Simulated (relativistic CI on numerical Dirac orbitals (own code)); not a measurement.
Radial parameters of La⁵⁺

Computed by Dirac-Coulomb-Breit CI, separate exchange-only KLI orbitals for each configuration, model QED, valence Slater integrals scaled by 0.85, P86 correlation energy added to each configuration (own radial code, finite nucleus).

Slater integrals F^k, G^k are unscaled and averaged over j, outside the closed core [Kr] 4d10; ζ comes from projecting the Hamiltonian with its Breit term on Σ l·s of the shell.

- 5s2 5p4: F^2(5p,5p) = 64161, ζ(5p) = 15738 cm⁻¹; <r>(5p) = 1.676, <r^2>(5p) = 3.142 (bohr units).
- 5s 5p5: G^1(5s,5p) = 84075, ζ(5p) = 15621 cm⁻¹; <r>(5s) = 1.496, <r^2>(5s) = 2.499, <r>(5p) = 1.673, <r^2>(5p) = 3.135 (bohr units).
- 5s2 5p3 5d: F^2(5p,5p) = 64403, ζ(5p) = 16069, F^2(5p,5d) = 53388, G^1(5p,5d) = 63690, G^3(5p,5d) = 40226, ζ(5d) = 1188.6 cm⁻¹; <r>(5p) = 1.668, <r^2>(5p) = 3.114, <r>(5d) = 2.092, <r^2>(5d) = 4.921 (bohr units).

Averages of the first 10 configurations, taken without configuration mixing, which lowers the lowest level and can move excited configurations by several eV; other configurations of the list can lie among them:

```
Configuration  Parity  States  Average energy above the lowest level (eV)
      5s2 5p4    even      15                                         3.7
       5s 5p5     odd      12                                        24.4
   5s2 5p3 5d     odd     200                                        29.3
   5s2 5p3 4f    even     280                                        20.8
          5p6    even       1                                        48.1
    5s 5p4 5d    even     300                                        48.9
   5s2 5p3 5f    even     280                                        51.6
5s2 5p2 4f 5d     odd    2100                                        45.8
   5s2 5p3 5g     odd     360                                        60.6
   5s2 5p3 6s     odd      40                                        37.8
```
